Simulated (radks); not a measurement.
Charge is removed step by step from the 3s level of Se, starting from [Ar] 3d10 4s2 4p4. Method: scalar-relativistic Kohn-Sham, PBE, spin-unpolarised, spherical densities, point nucleus; computed with a radial shooting solver on a logarithmic mesh with Libxc functionals.

removed (e)  E - E(0) (eV)  eigenvalue (eV)  E minus straight line (eV)
0                    0.000          -213.51                       0.000
0.1                 21.457          -215.75                      -1.053
0.2                 43.139          -218.03                      -1.881
0.3                 65.051          -220.34                      -2.479
0.4                 87.195          -222.68                      -2.846
0.5                 109.57          -225.04                      -2.976
0.6                 132.19          -227.44                      -2.869
0.7                 155.05          -229.87                      -2.520
0.8                 178.15          -232.32                      -1.928
0.9                 201.50          -234.80                      -1.088
1                   225.10          -237.30                       0.000

Removing the whole electron costs 225.10 eV by Delta-SCF, against 213.51 eV from minus the eigenvalue at the starting occupation. Slater's transition state (half an electron removed) gives 225.04 eV. Integrating minus the eigenvalue over the occupation (Janak's theorem) gives 225.17 eV. In this scalar-relativistic scheme the density is built from large components alone, so the theorem holds only approximately. The mean slope of the eigenvalue, de/dn, is 23.8 eV per electron.
